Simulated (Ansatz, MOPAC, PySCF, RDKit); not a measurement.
Noncovalent pair: SiH4 (SMILES [SiH4]) (first 5 atoms) with H4OSi (SMILES O[SiH3]); geometry from B3LYP-D3(BJ)/def2-TZVP, rigid monomers moved along the line of their centres of mass till H5···H8 is 2.42 Å.
(charge 0, multiplicity 1):
```xyz
11

Si    -0.0062     0.1505     0.1976
H     -0.8232     1.0756     1.0133
H      1.3765     0.6587     0.0843
H     -0.6091    -0.0042    -1.1439
H      0.0172    -1.1748     0.8658
O     -0.4912    -1.2609     4.1165
Si    -0.0360     0.2656     4.5511
H     -0.6256    -1.4416     3.1822
H      1.1003     0.7435     3.7224
H      0.3714     0.1849     5.9677
H     -1.1451     1.2395     4.4038
```

Counterpoise-corrected where a basis set is named; no monomer relaxation. Rows marked so take none.

Correlated levels freeze the cores. Rows in 6-31G*, LANL2DZ, STO-3G carry no dispersion term and start afresh at each structure (6-31G* with six Cartesian d functions). LANL2DZ brings its own core potentials from Na on. The state reached by PM3 isn't checked.

Programs: Ansatz (Gaussian basis) for Hartree–Fock, density functionals and correlated methods; MOPAC for PM3 (differences of heats of formation); PySCF for 6-31G* rows, LANL2DZ rows, STO-3G rows, the dispersion terms; RDKit for the force fields. Each number belongs to the level named beside it.

```
level                            interaction energy (meV)
-------------------------------  ------------------------
MMFF94                                              -17.4
PM3                                                 -50.6
HF/STO-3G (no counterpoise)                          12.0
r2SCAN/def2-TZVPPD                                  -42.3
r2SCAN-D4/def2-TZVPPD                               -60.4
B3LYP/6-31G* (no counterpoise)                      -17.6
B3LYP/LANL2DZ (no counterpoise)                      -5.2
wB97M-V/def2-TZVPPD                                   ___
CCSD/aug-cc-pV(D+d)Z                                  ___
```

**Question.** What belongs in the gaps?

**Answer.** 
- wB97M-V/def2-TZVPPD, interaction energy (meV): -58.7
- CCSD/aug-cc-pV(D+d)Z, interaction energy (meV): -40.9

Ansatz is a program for electronic structure.
